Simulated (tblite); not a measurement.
C4H9ClO2Si2.
SMILES with atom numbers: `[O:1]=[C:2]([OH:3])/[CH:4]=[CH:5]/[C@H:6]([Cl:7])[SiH2:8][SiH3:9]` (hydrogens: H10 on O3; H11 on C4; H12 on C5; H13 on C6; H14, H15 on Si8; H16, H17, H18 on Si9)

Structure used (GFN2-xTB), in Å, numbered top down from 1:
```
atom  x, y, z in Å
O1    -3.4770   -1.4518    0.2255
C2    -3.2339   -0.2718    0.1481
O3    -4.1219    0.6662    0.5294
C4    -1.9918    0.3215   -0.3468
C5    -1.0010   -0.4480   -0.8078
C6     0.3087    0.0427   -1.2280
Cl7    0.9664   -0.9385   -2.5796
Si8    1.5834   -0.1437    0.2283
Si9    3.6944    0.3652   -0.5824
H10   -4.9319    0.2400    0.8492
H11   -1.9306    1.3982   -0.3133
H12   -1.1482   -1.5202   -0.8132
H13    0.2632    1.0719   -1.5816
H14    1.4073   -1.5183    0.7047
H15    1.0329    0.7280    1.2775
H16    4.4753    1.0376    0.4596
H17    3.6570    1.2609   -1.7411
H18    4.4389   -0.8337   -0.9698
```

Computed values, GFN2-xTB/tblite, gas phase, harmonic and unscaled. This tight-binding method is rough: wavenumbers can miss measured ones by several per cent, in bad cases by 10 to 20. Modes of hydrogen on silicon can be 10 to 20 % off. One conformer, not necessarily the lowest.

Harmonic wavenumbers (cm⁻¹): 28.2, 36.7, 40.0, 55.4, 88.6, 110.0, 137.0, 160.5, 267.0, 295.5, 332.3, 367.3, 447.9, 466.2, 473.5, 487.3, 561.2, 582.7, 623.3, 655.2, 672.0, 707.1, 745.8, 769.5, 799.0, 800.4, 804.3, 811.3, 963.0, 999.6, 1069.2, 1097.7, 1150.0, 1167.3, 1211.1, 1271.2, 1295.9, 1641.5, 1753.8, 2190.5, 2234.4, 2241.1, 2250.7, 2258.5, 2961.1, 3068.2, 3100.8, 3461.4.

A = 1957, B = 385.5, C = 345.6 MHz; mass 179.983 u (most abundant isotopes); point group C1, symmetry number 1.

What is the zero-point energy?

Half the sum of the wavenumbers: 24856 cm⁻¹ = 297.34 kJ/mol.

Entropy at 350 K, 1 bar (ideal gas, RRHO, classical rotation)?

Translation 176.95, rotation 133.75, vibration 221.84: S = 532.5 J/(mol K).

And Cp and H(350 K) − H(0)?

Cp = 221.06 J/(mol K), of which vibrations give 187.81 (their classical limit is 48 R = 399.1); H(350 K) − H(0) = 48.06 kJ/mol without the zero-point energy, 36.42 from vibrations.

Blend soft modes into free rotors: weight 1/[1 + (100 cm⁻¹/ν̃)⁴] for the oscillator and the rest for a rotor with moment μB/(μ + B), μ = h/(8π²ν), B = 10⁻⁴⁴ kg m². What vibrational entropy results?

190.66 J/(mol K) in place of 221.84, which changes −T·S at 350 K by +10.91 kJ/mol.

Which modes carry the vibrational entropy at 350 K?

28.2 cm⁻¹: 26.24; 36.7 cm⁻¹: 24.05; 40.0 cm⁻¹: 23.33; 55.4 cm⁻¹: 20.63; 88.6 cm⁻¹: 16.76; 110.0 cm⁻¹: 14.98 J/(mol K); the other 42 give 95.85 together.

Hindered rotation and anharmonicity are outside this model. Other conformers, if any are populated, would add a mixing term that is left out. The structure is chiral; the term R ln 2 for an equal mix with its mirror image is left out.
